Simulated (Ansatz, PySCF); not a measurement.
The PySCF input:
```python
from pyscf import gto, scf, dft

mol = gto.M(
    atom='''
C     1.09680634   -0.69203971    0.74283602
C     1.46511471   -0.16542108   -0.39694795
C     0.25715990    0.70668960   -0.82393668
C    -0.86545773   -0.27256305   -1.11809504
C    -1.19325300   -0.85620363    0.02657574
C    -0.30187962   -0.26459932    1.10797380
C    -0.19812854    1.18160991    0.57202127
H     2.35681440   -0.27313925   -0.97806664
H     0.47183494    1.45696776   -1.57983187
H    -1.25589036   -0.44934320   -2.10207177
H    -1.91225754   -1.63132774    0.20914197
H    -0.61524824   -0.41222483    2.13605884
H     0.54860400    1.78133171    1.09066769
H    -1.15602971    1.70289907    0.56153867
''',
    basis='sto-3g',
    spin=1,
    verbose=4,
)

mf = dft.UKS(mol)
mf.xc = 'b3lyp'
mf.grids.atom_grid = (99, 590)
mf.grids.prune = None
mf.kernel()
```

Problem. Write the same job for Ansatz (an electronic-structure program).

Solution. This is not unique; one that fits is 
Ansatz 0.2 input:
```yaml
crystal:
  periodic: [false, false, false]
  atoms:
    - {symbol: C, position_ang: [1.09680634, -0.69203971, 0.74283602]}
    - {symbol: C, position_ang: [1.46511471, -0.16542108, -0.39694795]}
    - {symbol: C, position_ang: [0.25715990, 0.70668960, -0.82393668]}
    - {symbol: C, position_ang: [-0.86545773, -0.27256305, -1.11809504]}
    - {symbol: C, position_ang: [-1.19325300, -0.85620363, 0.02657574]}
    - {symbol: C, position_ang: [-0.30187962, -0.26459932, 1.10797380]}
    - {symbol: C, position_ang: [-0.19812854, 1.18160991, 0.57202127]}
    - {symbol: H, position_ang: [2.35681440, -0.27313925, -0.97806664]}
    - {symbol: H, position_ang: [0.47183494, 1.45696776, -1.57983187]}
    - {symbol: H, position_ang: [-1.25589036, -0.44934320, -2.10207177]}
    - {symbol: H, position_ang: [-1.91225754, -1.63132774, 0.20914197]}
    - {symbol: H, position_ang: [-0.61524824, -0.41222483, 2.13605884]}
    - {symbol: H, position_ang: [0.54860400, 1.78133171, 1.09066769]}
    - {symbol: H, position_ang: [-1.15602971, 1.70289907, 0.56153867]}
basis:
  gaussian:
    orbitals: STO-3G
hamiltonian:
  xc: b3lyp
magnetization: {spin_polarized: true, initial_magnetization: 1}
accuracy: high
```

Both were run: PySCF gave -267.488819 Eh and Ansatz -267.488819 Eh, 0.000 mEh apart.
